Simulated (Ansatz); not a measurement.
## F⁻ ··· BH3O3

The pair of F⁻ (SMILES [F-], atom 1) and BH3O3 (SMILES OB(O)O, atoms 2–8), both closed shells, in one local arrangement (a lower one may exist), relaxed at PBE0-D4/def2-TZVPD:

```json
{"atom": "F1", "x (Å)": "0.5122", "y (Å)": "-0.3835", "z (Å)": "-1.3427"}
{"atom": "O2", "x (Å)": "-0.3310", "y (Å)": "-1.2252", "z (Å)": "0.7102"}
{"atom": "B3", "x (Å)": "0.0067", "y (Å)": "-0.0052", "z (Å)": "-0.0183"}
{"atom": "O4", "x (Å)": "-1.1782", "y (Å)": "0.8292", "z (Å)": "-0.1996"}
{"atom": "O5", "x (Å)": "1.0544", "y (Å)": "0.7359", "z (Å)": "0.6792"}
{"atom": "H6", "x (Å)": "-0.9733", "y (Å)": "-1.7023", "z (Å)": "0.1827"}
{"atom": "H7", "x (Å)": "-0.9161", "y (Å)": "1.5832", "z (Å)": "-0.7299"}
{"atom": "H8", "x (Å)": "1.8254", "y (Å)": "0.1681", "z (Å)": "0.7186"}
```

Computed with Ansatz 0.2.0 (basis: def2-TZVPPD, with def2-QZVPPD for the basis limit); correlated methods freeze the cores. B3LYP uses VWN-RPA correlation. Extrapolation: Hartree–Fock as exp(−7.88 √X), correlation as X^−2.97. Interaction energies count from these two fragments, frozen as in the pair, with the counterpoise correction; negative means bound.

(1) What is the interaction energy by CCSD(T) at an estimated basis limit (MP2 extrapolated from triple and quadruple zeta, plus CCSD(T) − MP2 in triple zeta)? (To be estimated.)

(2) Which atoms make the shortest contact between the fragments?

T1 diagnostic: at most 0.024.

## Answers

(1) The calculation gives: -88.10 kcal/mol. Hartree–Fock alone gives -94.39 kcal/mol at the basis limit. It counts from the two fragments frozen as in the pair.

The same quantity by other methods in triple zeta, and each one's difference from that estimate:
| method | E_int (kcal/mol) | difference |
| --- | --- | --- |
| PBE-D4 | -77.96 | 10.14 |
| revPBE-D4 | -75.21 | 12.88 |
| BLYP-D4 | -74.07 | 14.03 |
| r2SCAN-D4 | -86.22 | 1.87 |
| B97M-V | -85.88 | 2.22 |
| PBE0-D4 | -87.12 | 0.98 |
| B3LYP-D4 | -82.74 | 5.36 |
| HSE06-D4 | -87.05 | 1.05 |
| wB97X-V | -86.82 | 1.28 |
| wB97M-V | -86.61 | 1.49 |
| B2PLYP | -82.43 | 5.66 |
| HF | -93.97 | -5.87 |
| MP2 | -83.35 | 4.75 |
| CCSD | -87.41 | 0.69 |
| CCSD(T) | -85.18 | 2.91 |
Differences are method less estimate.

(2) F1 and B3, 1.47 Å apart.

Energy to bend the free fragments (PBE0-D4 minima) into their shapes in the pair, CCSD(T)/def2-TZVPPD: BH3O3 42.96 kcal/mol. This must be added to the interaction energy to get the binding energy from relaxed fragments.

Basis-set superposition shift (counterpoise-corrected less uncorrected): CCSD(T) 2.92; MP2 2.87; HF 0.14; PBE0-D4 0.21; wB97M-V 0.16 kcal/mol.

For scale, one of the runs: CCSD(T)/def2-TZVPPD, 248 basis functions, launched by `ansatz run in.yaml --threads 4 --pin off --events-out ev --progress --plain --max-ram 9574MiB`. The run took 48 s on 4 CPU threads of an AMD EPYC 9R45 (shared host), with 5.8 GiB of host memory at its peak.
